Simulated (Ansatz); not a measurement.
Born–Oppenheimer molecular dynamics of BClFH3O (7 atoms, charge 0, multiplicity 1). It starts at the highest image of a converged band. Of that band: Neighbouring images differ by up to 1.3 eV, so the band resolves the path poorly. A vibrational analysis at the climbing image gives one clearly imaginary mode, 1318i cm⁻¹: a first-order saddle point.

Method: RKS BLYP/def2-SVP (Ansatz 0.2.0).

```json
{"ensemble": "NVE (velocity Verlet)", "time step": "0.5 fs", "steps asked": "200", "starting velocities drawn for": "300 K", "seed": "7047"}
```

Frames 2.5 fs apart, positions in Å, forces in eV/Å.

Velocities at 55 fs (Å/ps):

```
B -12.23 5.50 -8.18
H -28.55 16.46 -21.76
F -2.67 1.18 -3.40
Cl 6.89 1.74 3.15
O -3.99 -14.50 2.22
H 0.91 17.10 28.55
H 30.16 54.12 -1.08
```

```xyz
7
Properties=species:S:1:pos:R:3:forces:R:3 time_fs=55 energy_less_start_eV=-0.607 T=1239
B 0.021 0.451 0.079 0.69 -0.72 -0.46
H 0.083 1.009 1.130 -0.28 0.15 0.21
F 1.145 0.111 -0.556 0.25 0.35 0.10
Cl -1.441 0.141 -0.890 -0.75 0.74 -0.20
O -0.177 -2.055 0.533 0.28 -0.11 -0.23
H -0.755 -1.692 -0.171 -0.38 -0.33 0.24
H 0.572 -2.340 -0.036 0.19 -0.08 0.34
7
Properties=species:S:1:pos:R:3:forces:R:3 time_fs=57.5 energy_less_start_eV=-0.540 T=1135
B -0.006 0.463 0.057 1.58 -0.44 -0.24
H 0.006 1.056 1.085 -0.06 0.15 0.34
F 1.139 0.114 -0.565 -0.04 0.40 0.41
Cl -1.424 0.146 -0.882 -1.62 0.50 -0.83
O -0.186 -2.092 0.538 1.56 -0.35 -0.15
H -0.768 -1.657 -0.101 -0.55 -0.26 -0.30
H 0.642 -2.205 -0.023 -0.88 0.01 0.76
7
Properties=species:S:1:pos:R:3:forces:R:3 time_fs=60 energy_less_start_eV=-0.444 T=986
B -0.025 0.472 0.034 2.23 0.22 0.65
H -0.075 1.109 1.057 0.22 -0.16 -0.02
F 1.132 0.119 -0.572 -0.09 0.39 0.58
Cl -1.411 0.151 -0.876 -2.53 0.20 -1.51
O -0.189 -2.130 0.543 0.88 0.21 -0.21
H -0.808 -1.641 -0.042 0.08 -0.67 0.08
H 0.666 -2.071 0.030 -0.79 -0.20 0.42
7
Properties=species:S:1:pos:R:3:forces:R:3 time_fs=62.5 energy_less_start_eV=-0.337 T=822
B -0.032 0.483 0.015 2.33 0.80 1.30
H -0.143 1.154 1.030 0.51 -0.38 -0.22
F 1.126 0.125 -0.577 0.11 0.32 0.63
Cl -1.401 0.158 -0.873 -3.15 -0.09 -1.97
O -0.189 -2.167 0.547 -0.26 0.16 0.41
H -0.847 -1.664 0.018 0.21 -0.67 0.09
H 0.648 -1.948 0.107 0.24 -0.15 -0.25
7
Properties=species:S:1:pos:R:3:forces:R:3 time_fs=65 energy_less_start_eV=-0.284 T=740
B -0.027 0.498 0.003 1.78 0.92 1.19
H -0.181 1.178 0.992 0.68 -0.25 0.08
F 1.119 0.132 -0.580 0.55 0.21 0.54
Cl -1.397 0.164 -0.873 -3.22 -0.27 -2.02
O -0.190 -2.204 0.553 0.79 -0.18 0.71
H -0.878 -1.723 0.082 -0.41 -0.09 -0.40
H 0.636 -1.835 0.174 -0.17 -0.35 -0.08
7
Properties=species:S:1:pos:R:3:forces:R:3 time_fs=67.5 energy_less_start_eV=-0.284 T=739
B -0.011 0.518 -0.003 0.82 0.66 0.59
H -0.178 1.189 0.959 0.68 0.10 0.59
F 1.115 0.140 -0.581 1.10 0.07 0.34
Cl -1.399 0.169 -0.876 -2.81 -0.26 -1.71
O -0.187 -2.240 0.561 1.08 0.31 0.35
H -0.928 -1.791 0.125 -0.08 -0.13 -0.24
H 0.614 -1.744 0.235 -0.78 -0.76 0.09
7
Properties=species:S:1:pos:R:3:forces:R:3 time_fs=70 energy_less_start_eV=-0.342 T=829
B 0.009 0.542 -0.006 -0.21 0.52 0.26
H -0.136 1.204 0.960 0.56 0.19 0.65
F 1.114 0.148 -0.582 1.54 -0.09 0.10
Cl -1.405 0.174 -0.881 -2.11 -0.09 -1.17
O -0.181 -2.277 0.570 -0.45 0.17 0.26
H -0.981 -1.867 0.155 0.67 -0.39 0.15
H 0.552 -1.694 0.299 0.00 -0.30 -0.25
7
Properties=species:S:1:pos:R:3:forces:R:3 time_fs=72.5 energy_less_start_eV=-0.408 T=932
B 0.028 0.569 -0.007 -0.96 0.61 0.44
H -0.061 1.228 0.996 0.37 -0.11 0.06
F 1.118 0.155 -0.582 1.70 -0.19 -0.07
Cl -1.414 0.179 -0.889 -1.32 0.14 -0.56
O -0.177 -2.312 0.581 -0.50 -0.57 0.62
H -1.001 -1.964 0.191 0.15 -0.06 -0.08
H 0.489 -1.661 0.350 0.56 0.18 -0.40
7
Properties=species:S:1:pos:R:3:forces:R:3 time_fs=75 energy_less_start_eV=-0.433 T=970
B 0.042 0.599 -0.005 -1.06 0.46 0.45
H 0.036 1.247 1.036 0.05 -0.31 -0.46
F 1.127 0.162 -0.582 1.41 -0.14 -0.09
Cl -1.426 0.184 -0.898 -0.60 0.39 -0.01
O -0.174 -2.350 0.594 0.88 -0.07 0.62
H -1.013 -2.065 0.221 -0.48 0.25 -0.37
H 0.452 -1.625 0.378 -0.20 -0.58 -0.14
7
Properties=species:S:1:pos:R:3:forces:R:3 time_fs=77.5 energy_less_start_eV=-0.426 T=958
B 0.050 0.631 -0.001 -0.61 -0.16 -0.12
H 0.136 1.249 1.052 -0.31 -0.17 -0.44
F 1.140 0.169 -0.582 0.73 0.05 0.05
Cl -1.439 0.190 -0.907 0.00 0.61 0.42
O -0.168 -2.387 0.609 0.02 0.23 0.21
H -1.045 -2.153 0.233 0.42 0.05 0.02
H 0.408 -1.619 0.397 -0.24 -0.61 -0.15
7
Properties=species:S:1:pos:R:3:forces:R:3 time_fs=80 energy_less_start_eV=-0.370 T=872
B 0.055 0.663 0.002 -0.07 -0.99 -1.02
H 0.217 1.242 1.043 -0.56 0.20 0.00
F 1.156 0.176 -0.583 -0.02 0.27 0.23
Cl -1.452 0.197 -0.916 0.47 0.78 0.75
O -0.162 -2.425 0.625 -0.91 -0.55 0.28
H -1.056 -2.237 0.245 0.64 -0.02 0.16
H 0.353 -1.645 0.405 0.45 0.31 -0.39
7
Properties=species:S:1:pos:R:3:forces:R:3 time_fs=82.5 energy_less_start_eV=-0.310 T=780
B 0.059 0.689 -0.001 0.25 -1.51 -1.54
H 0.266 1.246 1.033 -0.69 0.40 0.24
F 1.171 0.183 -0.582 -0.56 0.42 0.32
Cl -1.464 0.205 -0.922 0.83 0.88 0.96
O -0.159 -2.463 0.641 0.32 -0.25 0.53
H -1.036 -2.321 0.263 -0.44 0.11 -0.26
H 0.320 -1.659 0.392 0.29 -0.06 -0.26
```

Of the whole run (100 fs, mean temperature of the second half 953 K): The conserved energy stayed within 0.066 meV per atom of its start (net change -0.013 meV per atom), so the integration is sound. The kinetic energy rose, since the run started high on the potential surface and went downhill. It ends in pieces (BClFH + H2O), so much of that is their flight and rotation, not heat. A run of 0.1 ps of so small a system gives no equilibrium averages. The orbitals stay closed-shell, which can raise the energy where a bond breaks towards radicals; this wasn't checked here.

Time of the run: 3 min on 1 thread of Intel(R) Xeon(R) 6975P-C (Granite Rapids), with other jobs on the host, peak memory 0.15 GiB.
